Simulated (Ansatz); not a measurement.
**Question.** Name a neutral molecule of C, O and H with HOMO–LUMO gap (ωB97M-V/def2-TZVPP) between 11.00 and 11.30 eV and LUMO energy (B3LYP/def2-TZVPP) between -0.90 and -0.60 eV (Ansatz, PBE0-D4/def2-TZVP geometry).

**Answer.** `CCCCC(=O)CC` (11.17 eV, -0.65 eV); `CC(=O)C(C)(C)C(C)(C)C` (11.17 eV, -0.62 eV); `CC(C)CC(=O)CC(C)C` (11.28 eV, -0.60 eV). Other molecules can fit too; these were computed, each in one conformer that needn't be the lowest.

B3LYP here is the variant with VWN-RPA as its local correlation; programs differ in this.
